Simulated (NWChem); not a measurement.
# Excited singlets of H4Al2F2 by symmetry

SMILES: [AlH2][F].[AlH2][F]
```xyz
8

Al     0.0000     0.0000    -1.4249
Al     0.0000     0.0000     1.4249
F     -1.1815     0.0000     0.0000
H      0.0000     1.4146    -2.1119
H      0.0000    -1.4146    -2.1119
F      1.1815     0.0000     0.0000
H      0.0000     1.4146     2.1119
H      0.0000    -1.4146     2.1119
```
Charge 0, spin multiplicity 1.

Everything below was run with NWChem. Structure: optimised with B3LYP/def2-SVP, a minimum by its harmonic frequencies.

Basis set: 6-31+G*. Symmetry labels belong to the abelian group D2h used in the runs, with the axes of the coordinates shown. Entries are the lowest vertical excitation energy of each symmetry in eV (for CIS and TDDFT among the lowest few roots); a state of one symmetry need not have the same character in every method. Symmetries that some method's roots don't reach, or where a double excitation leads the EOM-CCSD root, are left out.

The correlated methods keep 12 core orbitals frozen. B3LYP has NWChem's definition, with VWN1-RPA local correlation. The Pople sets run with spherical d functions. The structure started from a generated list of species. Coupled-cluster values serve here as a point of comparison, not as the truth.

```csv
method,b1g,au,b2u
CIS,7.94,7.97,9.04
TD-PBE,5.80,5.98,6.74
TD-B3LYP,6.45,6.60,7.41
TD-BHandHLYP,___,___,___
EOM-CCSD,6.98,7.06,8.13
```

Task: Fill in the missing entries.

Result: 
- TD-BHandHLYP, b1g: 7.10
- TD-BHandHLYP, au: 7.19
- TD-BHandHLYP, b2u: 8.14
